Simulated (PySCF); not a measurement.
YF2, SMILES [F][Y+][F], charge +1.

Geometry: B3LYP-D3(BJ)/def2-TZVP. The multiplicity is an assumed one; other spin states were not compared. The isomer is the one that the SMILES or the coordinates give; other isomers of the formula were not compared. The def2 effective core potentials stand for the cores of Y; spin–orbit coupling is left out.

Computed with TDA-M06-2X/def2-TZVPD (PySCF).

Vertical excitations. Isolated molecule, no solvent. State labels are in the subgroup C2v.

| state | symmetry | energy (eV) | λ (nm) | f | main pairs |
|---|---|---|---|---|---|
| S1 | B2 | 7.43 | 167 | 0.005 | HOMO→LUMO 90 % |
| S2 | A1 | 7.72 | 161 | 0.001 | HOMO−1→LUMO 90 % |
| S3 | B1 | 7.80 | 159 | 0.024 | HOMO−2→LUMO 90 % |
| S4 | A2 | 7.99 | 155 | 0.000 | HOMO−3→LUMO 83 % |
| S5 | A2 | 8.06 | 154 | 0.000 | HOMO→LUMO+1 84 % |
| S6 | B2 | 8.19 | 151 | 0.001 | HOMO−4→LUMO 83 % |
| S7 | B1 | 8.32 | 149 | 0.000 | HOMO−1→LUMO+1 87 % |
| S8 | B2 | 8.34 | 149 | 0.000 | HOMO→LUMO+2 81 % |
| S9 | A1 | 8.40 | 148 | 0.003 | HOMO−5→LUMO 85 % |
| S10 | A1 | 8.53 | 145 | 0.001 | HOMO−2→LUMO+1 61 %, HOMO−1→LUMO+2 28 % |
| T1 | B2 | 7.38 | 168 | 0 | HOMO→LUMO 90 % |
| T2 | A1 | 7.68 | 162 | 0 | HOMO−1→LUMO 86 % |
| T3 | B1 | 7.79 | 159 | 0 | HOMO−2→LUMO 89 % |
| T4 | A2 | 7.97 | 156 | 0 | HOMO→LUMO+1 75 %, HOMO−3→LUMO 13 % |
Triplets are in the Tamm–Dancoff approximation.
